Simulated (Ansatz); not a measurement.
Isomers of C2H6Sn, B3LYP-D3(BJ)/def2-TZVP minima from an xTB search, which can miss the lowest.
Isomer 1, SMILES [CH3][Sn][CH3] (charge 0, multiplicity 1):
```csv
atom,x (Å),y (Å),z (Å)
C,-1.5769,-0.1676,0.1191
Sn,0.0287,-1.3557,-0.8339
C,1.5775,0.1369,-0.3131
H,-1.3348,-0.0219,1.1758
H,-2.5558,-0.6383,0.0393
H,-1.6155,0.8220,-0.3449
H,2.5727,-0.1510,-0.6494
H,1.3124,1.0986,-0.7615
H,1.5918,0.2769,0.7715
```
Isomer 2, SMILES C=[CH][SnH3] (charge 0, multiplicity 1, Z-matrix in Å and degrees):
```
C
C 1 1.3285
H 2 1.0851 1 122.42
H 1 1.0862 2 118.87 3 180.00
H 2 1.0863 3 115.69 1 -180.00
Sn 1 2.1399 4 118.20 2 179.99
H 6 1.7121 1 107.62 4 -179.98
H 6 1.7133 7 109.93 3 -120.39
H 6 1.7133 7 109.94 8 -119.23
```

Cores are frozen in the correlated methods. Filled d and f shells under p-block atoms count as core. MP2 and its Hartree–Fock in def2-QZVPP are density fitted.

Run with Ansatz (Gaussian basis) for Hartree–Fock, density functionals and correlated methods. Values without a source in brackets are computed. In def2 rows elements past Kr take small-core potentials, without spin–orbit coupling.

The energy of isomer 2 above isomer 1 is E(isomer 2) − E(isomer 1). Total energies (hartree):

| level | isomer 2 | isomer 1 |
|---|---|---|
| HF/def2-TZVPP | -292.5529606 | -292.5871771 |
| MP2/def2-TZVPP | -292.9950551 | -293.0376584 |
| HF/def2-QZVPP | -292.5582543 | -292.5927719 |
| MP2/def2-QZVPP | -293.0290257 | -293.0717634 |
| CCSD(T)/def2-TZVPP | -293.0561721 | -293.0965196 |

Work out the energy of isomer 2 above isomer 1 at the basis-set limit: extrapolate the MP2 correlation part as X⁻³, take Hartree–Fock from the larger set, and add the CCSD(T) − MP2 difference of def2-TZVPP.


1. Differences (1 hartree = 627.509 kcal/mol): HF/def2-TZVPP 21.471; MP2/def2-TZVPP 26.734; HF/def2-QZVPP 21.660; MP2/def2-QZVPP 26.818; CCSD(T)/def2-TZVPP 25.318.
2. Correlation parts, MP2 less HF: 5.263 in def2-TZVPP (X = 3), 5.158 in def2-QZVPP (X = 4).
3. Limit (4³·(5.158) − 3³·(5.263))/(4³ − 3³) = 5.082; with HF/def2-QZVPP it gives 26.742.
4. CCSD(T) less MP2 in def2-TZVPP: -1.416.
Result: 25.33 kcal/mol, against 26.73 at MP2/def2-TZVPP. It is an estimate of this method's limit, not of the exact value.

Ansatz is a quantum-chemistry and plane-wave program.
